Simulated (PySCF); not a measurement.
A PySCF script (with the pyscf-properties extension) for the NMR shieldings of `InChI=1S/C3H13ClSi4/c4-2-1-3(2)7-8(5)6/h2-3,8H,1,7H2,5-6H3/t2-,3+/m0/s1`, on a GFN2-xTB geometry:

```python
import basis_set_exchange as bse
import numpy as np
from pyscf import gto, dft
from pyscf.prop import nmr

atoms = """
Si    3.177308    1.380638    0.832046
Si    1.455132    0.359075   -0.348340
Si    1.713583   -1.953491   -0.508645
Si   -0.621740    1.145759    0.361481
C    -1.999380    0.467243   -0.748494
C    -3.335734    0.097001   -0.164767
C    -2.405171   -0.963778   -0.642064
Cl   -1.609247   -1.982319    0.552395
H     3.084207    2.842057    0.843979
H     3.185506    0.959013    2.234565
H     4.504712    1.062146    0.302314
H     1.571828    0.868319   -1.740357
H     0.806479   -2.584003   -1.469764
H     1.527149   -2.612138    0.784368
H     3.070443   -2.290424   -0.955677
H    -0.797384    2.604942    0.272898
H    -0.967288    0.808776    1.746673
H    -2.021921    0.865862   -1.756494
H    -3.464234    0.207180    0.900959
H    -4.237984    0.273722   -0.732936
H    -2.645185   -1.538639   -1.526221
"""
names = dict.fromkeys(["Si", "C", "Cl", "H"], "pcSseg-1")
basis = {el: gto.basis.parse(bse.get_basis(n, elements=[el], fmt="nwchem")) for el, n in names.items()}
mol = gto.M(atom=atoms, basis=basis, charge=0, verbose=0)
mf = dft.RKS(mol, xc="PBE0")
mf.grids.level = 2
mf.grids.alignment = dft.numint.BLKSIZE   # the property module wants whole blocks of grid points
mf.conv_tol = 1e-9
mf.kernel()

calc = nmr.RKS(mf)   # GIAO
C = mf.mo_coeff
Co = C[:, mf.mo_occ > 0]
resp = mf.gen_response(singlet=True, hermi=2)
def vind(x):   # induced exchange potential for any number of trial vectors
    d = np.einsum("pi,xij,qj->xpq", C, 2 * x.reshape(-1, C.shape[1], Co.shape[1]), Co, optimize=True)
    return np.einsum("xpq,pi,qj->xij", resp(d - d.transpose(0, 2, 1)), C, Co, optimize=True).ravel()
mo1, _ = nmr.rhf.solve_mo1(calc, with_cphf=vind)
sigma = calc.kernel(mo1)
for i, s in enumerate(sigma):   # ppm
    w = np.linalg.eigvalsh((s + s.T) / 2)
    print("%2d %-2s iso %8.1f  s11 %8.1f  s22 %8.1f  s33 %8.1f" % (i, mol.atom_pure_symbol(i), w.mean(), *w))
```

**Question.** What does it print?

**Answer.** 
```
 0 Si iso    462.7  s11    446.2  s22    459.1  s33    482.9
 1 Si iso    496.0  s11    488.5  s22    493.2  s33    506.3
 2 Si iso    454.2  s11    439.2  s22    456.0  s33    467.4
 3 Si iso    406.7  s11    354.8  s22    406.0  s33    459.4
 4 C  iso    179.9  s11    145.7  s22    176.5  s33    217.4
 5 C  iso    168.3  s11    138.2  s22    162.6  s33    204.1
 6 C  iso    147.1  s11    104.8  s22    128.5  s33    208.0
 7 Cl iso    822.9  s11    656.0  s22    762.2  s33   1050.6
 8 H  iso     28.1  s11     24.1  s22     26.2  s33     34.2
 9 H  iso     28.3  s11     24.6  s22     26.4  s33     33.8
10 H  iso     28.1  s11     24.1  s22     25.9  s33     34.4
11 H  iso     28.5  s11     24.9  s22     26.1  s33     34.5
12 H  iso     27.8  s11     23.3  s22     27.8  s33     32.4
13 H  iso     28.1  s11     24.3  s22     27.2  s33     32.7
14 H  iso     28.0  s11     23.7  s22     25.8  s33     34.5
15 H  iso     27.3  s11     22.7  s22     26.2  s33     33.0
16 H  iso     27.9  s11     24.0  s22     27.5  s33     32.2
17 H  iso     31.4  s11     24.7  s22     27.7  s33     41.8
18 H  iso     31.1  s11     25.2  s22     29.8  s33     38.1
19 H  iso     30.5  s11     24.6  s22     25.7  s33     41.1
20 H  iso     28.4  s11     21.2  s22     26.4  s33     37.8
```

These numbers come from an equivalent density-fitted implementation of the same equations, which agrees with the script to about 0.01 ppm for H and up to a few tenths of a ppm for heavy atoms, so last digits may differ.

**Question.** Turn these shieldings into chemical shifts. Scale: TMS for ²⁹Si (σref 349.16), ¹³C (σref 186.93), ¹H (σref 31.72); HCl for ³⁵Cl (σref 949.78) (reference shieldings calculated alike).

**Answer.** Averaging equivalent atoms: Si 3: -57.6; Si 2: -105.1; Si 0: -113.6; Si 1: -146.9; C 6: 39.8; C 5: 18.6; C 4: 7.1; Cl 7: 127; H 15: 4.43; H 16: 3.81; H 12/13/14: 3.75; H 8/9/10: 3.53; H 20: 3.29; H 11: 3.25; H 19: 1.26; H 18: 0.66; H 17: 0.31 ppm. 

Size and cost of the density-fitted run: 236 basis functions, 38 s wall time on 1 thread of an Intel Xeon 6975P-C, shared host; peak memory 1.1 GiB.
